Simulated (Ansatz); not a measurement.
Start from `CB1C[SiH2]1` and change one atom or group to get `ClB1C[SiH2]1`.

Ansatz, PBE0-D4/def2-TZVP geometries, multiplicity 1. 

```
                                                                                  property  `CB1C[SiH2]1`
                                                     HOMO–LUMO gap (B3LYP/def2-TZVPP) / eV           4.96
                                                   HOMO–LUMO gap (ωB97M-V/def2-TZVPP) / eV           9.34
                                                        LUMO energy (PBE0/def2-TZVPP) / eV          -1.23
                                        size of the dipole moment (ωB97M-V/def2-TZVPP) / D           0.32
ideal-gas entropy at 298 K and 1 bar (rigid rotor, harmonic PBE0-D4/def2-TZVP) / J/(mol·K)            323
                                            size of the dipole moment (PBE/def2-TZVPP) / D           0.49
```

Give the same properties after the change, and the shifts. (Best estimate.)

Ansatz gave: 
```tsv
property	`ClB1C[SiH2]1`	shift
HOMO–LUMO gap (B3LYP/def2-TZVPP) / eV	4.73	-0.23
HOMO–LUMO gap (ωB97M-V/def2-TZVPP) / eV	9.17	-0.17
LUMO energy (PBE0/def2-TZVPP) / eV	-1.78	-0.55
size of the dipole moment (ωB97M-V/def2-TZVPP) / D	1.26	0.94
ideal-gas entropy at 298 K and 1 bar (rigid rotor, harmonic PBE0-D4/def2-TZVP) / J/(mol·K)	311	-12
size of the dipole moment (PBE/def2-TZVPP) / D	1.19	0.70
```

With PBE0 the HOMO falls by 0.32 eV and the LUMO falls by 0.55 eV, so the gap narrows by about 0.23 eV. PBE moves the HOMO by -0.25 eV and ωB97M-V by -0.32 eV. The zero-point energy changes by -92.1 kJ/mol with -9 modes. Dipoles are sizes alone; their direction can turn.

B3LYP here is the variant with VWN-RPA as its local correlation; programs differ in this.
